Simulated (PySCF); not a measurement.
Molecule: ethyl butyl ether, C₆H₁₄O.

Cartesian coordinates in Å; atom numbers follow the order of the lines, from 1:
```xyz
21

C    -3.152   -0.669   -0.300
C    -1.751   -0.554    0.278
C    -1.148    0.835    0.123
C     0.267    0.939    0.648
O     1.093    0.071   -0.072
C     2.415    0.039    0.380
C     3.205   -0.924   -0.474
H    -3.563   -1.681   -0.168
H    -3.846    0.037    0.183
H    -3.158   -0.447   -1.379
H    -1.765   -0.823    1.349
H    -1.078   -1.280   -0.206
H    -1.770    1.581    0.647
H    -1.147    1.123   -0.943
H     0.635    1.984    0.562
H     0.291    0.684    1.730
H     2.450   -0.270    1.446
H     2.864    1.054    0.335
H     3.171   -0.616   -1.530
H     4.256   -0.957   -0.154
H     2.784   -1.938   -0.402
```

Geometry PBE0-D3(BJ)/def2-SVP throughout; GIAO in PySCF, gas phase, one conformer, non-relativistic; equivalent atoms averaged; functional PBE0.

**Question.** How do the shifts δ (against TMS, H2O at the same level) depend on the basis set? (a selection of nuclei; ppm; last column core-seconds on shared hosts with different chips, so compare them loosely)

**Answer.** 
| basis set | functions | C6 | C3 | C2 | C1 | O5 | H15/H16 | H19/H20/H21 | H11/H12 | H13/H14 | core-s |
| --- | --- | --- | --- | --- | --- | --- | --- | --- | --- | --- | --- |
| STO-3G | 49 | 55.5 | 27.8 | 25.3 | 20.2 | -26.6 | 1.49 | 0.98 | 0.96 | 0.95 | 4.6 |
| pcSseg-0 | 91 | 70.2 | 35.6 | 21.8 | 17.7 | 36.6 | 3.29 | 1.47 | 1.38 | 1.37 | 15 |
| 6-31G | 91 | 64.6 | 33.6 | 21.8 | 16.4 | 31.4 | 3.37 | 1.42 | 1.79 | 1.66 | 9.4 |
| 6-31G* | 126 | 64.1 | 32.6 | 21.4 | 15.8 | 30.2 | 3.33 | 1.18 | 1.60 | 1.48 | 13 |
| cc-pVDZ | 168 | 66.5 | 35.8 | 24.1 | 16.7 | 52.9 | 3.20 | 1.09 | 1.35 | 1.29 | 35 |
| def2-SVP | 168 | 64.9 | 33.2 | 21.5 | 15.5 | 47.5 | 3.10 | 1.07 | 1.28 | 1.24 | 31 |
| pcSseg-1 | 189 | 68.2 | 35.6 | 23.3 | 16.4 | 54.3 | 3.25 | 1.22 | 1.35 | 1.30 | 41 |
| 6-311+G(2d,p) | 273 | 67.2 | 35.5 | 23.2 | 15.4 | 51.3 | 3.35 | 1.15 | 1.46 | 1.40 | 42 |
| aug-cc-pVDZ | 287 | 65.7 | 35.5 | 24.1 | 15.5 | 51.6 | 3.41 | 1.23 | 1.52 | 1.49 | 84 |
| def2-TZVP | 301 | 68.9 | 36.3 | 24.1 | 16.2 | 55.5 | 3.34 | 1.14 | 1.47 | 1.43 | 88 |

**Question.** Which nucleus among those listed moves most, in ppm?

**Answer.** O5 (ether oxygen): from -26.6 ppm with STO-3G to 55.5 ppm with def2-TZVP. The smallest spread is 0.50 ppm, at H19/H20/H21. Proton shifts span only some 12 ppm, so a few tenths of a ppm matter as much there as several ppm in carbon.

**Question.** Taking the largest basis, def2-TZVP (301 functions), as the yardstick, rank the others by their worst heavy-atom deviation.

**Answer.** pcSseg-1 1.2 ppm (189 functions), cc-pVDZ 2.6 ppm (168 functions), aug-cc-pVDZ 3.9 ppm (287 functions), 6-311+G(2d,p) 4.2 ppm (273 functions), def2-SVP 7.9 ppm (168 functions), pcSseg-0 18.9 ppm (91 functions), 6-31G 24.1 ppm (91 functions), 6-31G* 25.3 ppm (126 functions), STO-3G 82.1 ppm (49 functions).

A small basis that lands close on one nucleus may do so by chance; judge by the trend and by all nuclei.
